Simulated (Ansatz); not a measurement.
The cluster Ge2Sb, relaxed as a doublet with UKS PBE0-D4/def2-TZVP in Ansatz, starting from the GFN1-xTB geometry. Force threshold 0.02 eV/Å.

In the def2 sets Sb takes a core potential; there is no spin–orbit coupling. Another isomer (doublet) lies 1.11 eV lower at PBE0-D4/def2-TZVP; other spin states weren't run for this one.

Start:

| atom | x (Å) | y (Å) | z (Å) |
| --- | --- | --- | --- |
| Sb1 | -0.645 | 0.911 | 1.761 |
| Ge2 | -0.238 | -0.700 | 0.050 |
| Ge3 | 0.883 | -0.211 | -1.810 |

```tsv
step	energy (eV)	largest force component (eV/Å)	SCF passes
1	-119559.2361	0.982	28
2	-119559.3008	0.245	44
3	-119559.3546	0.315	42
4	-119559.3775	0.326	37
5	-119559.3841	0.076	39
6	-119559.3843	0.029	36
7	-119559.3845	0.001	41
```

Force components are those of the run's own axes.

End:

```xyz
3

Sb   -0.4818    0.9741    1.4842
Ge   -0.3619   -0.9935    0.1177
Ge    0.8437    0.0194   -1.6019
```

By distances, no bond broke or formed. The bond that changes most is Ge2–Ge3, from 2.23 to 2.33 Å (atoms count from 1).

No frequencies were taken in this run, so the end may be a saddle point.

Run time 35 s (4 threads of Arm Neoverse V1 on a shared host).
